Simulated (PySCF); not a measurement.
An unknown shows these calculated signals:

¹H NMR (500 MHz, computed): δ 7.49 (m, 1H), 7.43 (m, 1H), 6.85 (m, 1H), 5.15 (s, 1H), 3.99 (s, 3H), 2.41 (br s, 1H).

¹³C{¹H} NMR (computed): δ 140.0 (CH), 137.4 (CH), 121.0 (CH), 52.6 (CH3).

Level of theory: GFN2-xTB structure, shielding tensors at PBE0/pcSseg-1 (GIAO), in PySCF (one averaged value for each set of equivalent atoms, non-relativistic, a single conformation, no solvent model).

Referencing at the same level of theory: ¹H (σref 31.72), ¹³C (σref 186.93) vs TMS.

Problem. Which of these does the molecule contain: a heteroaromatic ring, an S-methyl group, a Si–H bond, an OH group, a Si–CH3 group, a benzene ring?

Solution. 
- A heteroaromatic ring: yes.
- An S-methyl group: no.
- A Si–H bond: yes (δH 5.15 (s)).
- An OH group: yes (δH 2.41 (br s)).
- A Si–CH3 group: no.
- A benzene ring: no.

The data belong to SMILES CO[Si@H](O)n1ccnc1, C₄H₈N₂O₂Si; they needn't prove each group on their own.

Carbon signals by region: 3 in the sp2 and nitrile region (100–160 ppm), 1 at 50–100 ppm.

Exchangeable OH/NH protons stand at their gas-phase positions; hydrogen bonding in a real sample shifts them, mostly to higher δ. Shifts are as computed. Against solution values, carbons near 30 ppm lie about +3 ppm off and those near 130 ppm about +5 ppm. Of 1211 compounds with measured shifts, 218 miss one by over three times the rms of a fit or turn the order of signals round; such compounds aren't used in these exercises. No couplings were computed; multiplicities are counted from neighbouring protons, with m where these are inequivalent, close in shift, in a saturated or five-membered ring or joined by F or P, and br s for small geminal =CH2 splittings.
